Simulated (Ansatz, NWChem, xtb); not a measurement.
# Ligand exchange: BBrF2 + KOH → B(OH)F2 + KBr

Gas-phase species: BBrF2 `FB(F)Br`, singlet; KOH `[OH][K]`, singlet; B(OH)F2 (difluorohydroxyborane), singlet; KBr, singlet. The partners trade Br for OH: B–Br and K–OH bonds give way to B–OH and K–Br.

Shapes, held fixed at every level: PBE0-D4/def2-TZVP. Programs: Ansatz 0.2.0, NWChem 7.3.0, xtb 6.7.1. The zero-point and thermal change to 298 K, harmonic and unscaled (PBE0-D4/def2-TZVP), is +7.1 kJ/mol.

```
              level                    kind  ΔH(298 K) (kJ/mol)  less CCSD(T)/def2-TZVPP
           GFN1-xTB          semi-empirical              -171.2                    +70.7
        HF/def2-SVP            Hartree–Fock              -312.2                    -70.3
      HF/def2-TZVPP            Hartree–Fock              -295.1                    -53.2
   SPW92/def2-TZVPP                     LDA              -225.2                    +16.7
BHLYP-D4/def2-TZVPP           global hybrid              -259.6                    -17.7
 wB97X-V/def2-TZVPP  range-separated hybrid              -239.8                     +2.1
      CCSD/def2-SVP   coupled cluster or CI              -272.9                    -31.0
 CCSD(T)/def2-TZVPP   coupled cluster or CI              -241.9                      0.0
```

The highest level, CCSD(T)/def2-TZVPP, gives ΔH(298 K) = -241.9 kJ/mol; the levels span -312.2 to -171.2. GFN1-xTB strays far from the other rows. The column of differences is taken from that level and isn't an error. No measured value is set beside it here. Relativity is left out for Br. Outer-core shells of Br, K are correlated, in sets that cover them unevenly. Sets without diffuse functions underbind ionic bonds of s-block metals.
